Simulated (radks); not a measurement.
Neutral gadolinium inside a hard spherical wall (all orbitals vanish at R), configuration held at [Xe] 4f7 5d1 6s2 and not refilled when levels cross. All-electron calculation, scalar-relativistic Kohn-Sham, LDA (Slater exchange, Perdew-Wang correlation), spin-polarised, spherical densities, finite nucleus; open shells are filled with parallel spins first (spin-orbit coupling, left out, can overturn this in heavy ions); Fermi nuclear charge, rms radius 5.1569 fm. Program: a radial shooting solver on a logarithmic mesh with Libxc functionals. Eigenvalues in eV for spin up, with the zero of energy where the potential of the charges vanishes at infinity; a dash marks a level that is unbound or too diffuse for the functional's potential to be trusted. A positive occupied level is held by the wall or, in an anion where self-interaction has pushed it up, behind a barrier. The pressure on the wall is -dE/dV.

| R (bohr) | E (hartree) | kinetic (hartree) | e(5p) | e(4f) | e(6s) | e(5d) | e(6p, empty) | e(7s, empty) | pressure (GPa) |
|---|---|---|---|---|---|---|---|---|---|
| free | -11263.0527 | 12089.353 | -28.252 | -10.579 | -4.478 | -3.099 | -1.489 | -0.100 | 0 |
| 12 | -11263.0525 | 12089.356 | -28.227 | -10.554 | -4.460 | -3.077 | -1.424 | 0.965 | 0.00441 |
| 10 | -11263.0507 | 12089.372 | -28.116 | -10.441 | -4.373 | -2.980 | -1.224 | 2.230 | 0.0490 |
| 8 | -11263.0374 | 12089.461 | -27.632 | -9.943 | -3.951 | -2.552 | -0.438 | 5.624 | 0.554 |
| 6 | -11262.9422 | 12089.920 | -25.916 | -8.134 | -1.950 | -0.921 | 2.788 | 16.276 | 7.18 |
| 3.5 | -11261.2455 | 12096.385 | -16.373 | 2.920 | 20.681 | 11.202 | 33.494 | 92.204 | 472 |
| 3 | -11259.2996 | 12103.593 | -9.388 | 10.949 | 41.491 | 20.861 | 58.860 | 146.65 | 1530 |
| 2.5 | -11254.3331 | 12121.011 | 5.465 | 26.374 | 86.545 | 41.108 | 110.73 | 250.89 | 5930 |
| 1.5 | -11185.6801 | 12329.127 | 166.58 | 135.62 | 505.03 | 237.44 | 556.44 | 1054.8 | 216000 |
